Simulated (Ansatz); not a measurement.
Geometry optimisation, Ansatz 0.2.0, DFT PBE, scalar-relativistic, plane waves, PAW.

Input:

```yaml
crystal:
  lattice:
    - [0.0, 5.43, 5.43]
    - [5.43, 0.0, 5.43]
    - [5.43, 5.43, 0.0]
  atoms:
    - { symbol: Si, position: [0.0, 0.0, 0.0] }
    - { symbol: Si, position: [0.125, 0.125, 0.125] }
    - { symbol: Si, position: [0.0, 0.0, 0.5] }
    - { symbol: Si, position: [0.125, 0.125, 0.625] }
    - { symbol: Si, position: [0.0, 0.5, 0.0] }
    - { symbol: Si, position: [0.125, 0.625, 0.125] }
    - { symbol: Si, position: [0.0, 0.5, 0.5] }
    - { symbol: Si, position: [0.125, 0.625, 0.625] }
    - { symbol: Si, position: [0.5, 0.0, 0.0] }
    - { symbol: Si, position: [0.625, 0.125, 0.125] }
    - { symbol: Si, position: [0.5, 0.0, 0.5] }
    - { symbol: Si, position: [0.625, 0.125, 0.625] }
    - { symbol: Si, position: [0.5, 0.5, 0.0] }
    - { symbol: Si, position: [0.625, 0.625, 0.125] }
    - { symbol: Si, position: [0.5, 0.5, 0.5] }
    - { symbol: Si, position: [0.625, 0.625, 0.625] }
    - { symbol: B, position: [0.3693352, 0.3807124, 0.8758447], spin: 1.0 }
magnetization:
  spin_polarized: true
basis:
  ecutwfc: 420.0
kpoints:
  mp_grid: { grid: [2, 2, 2] }
hamiltonian:
  xc: pbe
scf:
  occupations: { method: gaussian, width: 0.02 }
  lower_state_search: "off"
relax:
  f_tol: 0.03
  max_steps: 60
  adjacent_minimum: "off"
```

Launched with:

```bash
$ ansatz run input.yaml --threads 2 --pin off --max-ram 5120MiB --backend cpu --events-out ev --progress --plain --runs-dir out
```

Problem. Where does it end, and by what steps?

Solution. The forces met the threshold. The force dipped under the threshold on the way, but the program's further checks kept it going. Limits of this set-up: coarse k mesh, a small cell, in which the defect meets its images. After 3 steps the energy has fallen by 0.084 eV; Si9 moved furthest, 0.06 Å.

| step | energy less start (eV) | largest force component (eV/Å) | accepted |
| --- | --- | --- | --- |
| 0 | 0.0000 | 0.384 | yes |
| 1 | -0.0702 | 0.148 | yes |
| 2 | -0.0844 | 0.027 | yes |
| 3 | -0.0844 | 0.027 | yes |

```xyz
17
Lattice="0.0000 5.4300 5.4300 5.4300 0.0000 5.4300 5.4300 5.4300 0.0000" Properties=species:S:1:pos:R:3
Si 0.001 0.004 -0.003
Si 1.358 1.356 1.331
Si 2.710 2.713 -0.003
Si 4.068 4.076 1.358
Si 2.689 0.025 2.740
Si 4.098 1.358 4.071
Si 5.430 2.715 2.716
Si 6.787 4.046 4.071
Si 0.036 2.679 2.751
Si 1.356 4.100 4.074
Si 2.709 5.436 2.720
Si 4.046 6.788 4.074
Si 2.684 2.685 5.400
Si 4.083 4.065 6.787
Si 5.462 5.462 5.399
Si 6.785 6.790 6.815
B 6.821 6.763 4.073
```

The run took 27 s on 2 threads of Arm Neoverse V1, on a shared host, peak memory 0.71 GiB.
